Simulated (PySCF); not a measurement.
H₅BeNSi, SMILES [NH2][Be][SiH3], PBE0/def2-SVP optimised geometry.

```
8

Be     0.34     0.32     0.00
N      1.84     0.32     0.00
H      2.43     1.10     0.28
H      2.43    -0.46    -0.28
Si    -1.83     0.29     0.01
H     -2.41     0.82     1.29
H     -2.37    -1.10    -0.15
H     -2.43     1.10    -1.10
```

Density from PBE0/def2-TZVP (PySCF) at that geometry.

Minimum of the electron density along straight lines between bonded atoms, close to the bond critical point (lines longer than 1.1 times the sum of covalent radii, or with two minima, are not listed):

| bond | length / Å | ρ at the minimum / e bohr⁻³ | ∇²ρ there / e bohr⁻⁵ | position (fraction from the first atom) |
|---|---|---|---|---|
| Be1–N2 | 1.502 | 0.121 | 0.82 | 0.35 |
| N2–H3 | 1.016 | 0.329 | -1.57 | 0.73 |
| N2–H4 | 1.016 | 0.329 | -1.57 | 0.73 |
| Be1–Si5 | 2.172 | 0.072 | -0.01 | 0.30 |
| Si5–H6 | 1.502 | 0.114 | 0.15 | 0.49 |
| Si5–H7 | 1.502 | 0.114 | 0.17 | 0.49 |
| Si5–H8 | 1.501 | 0.115 | 0.16 | 0.49 |
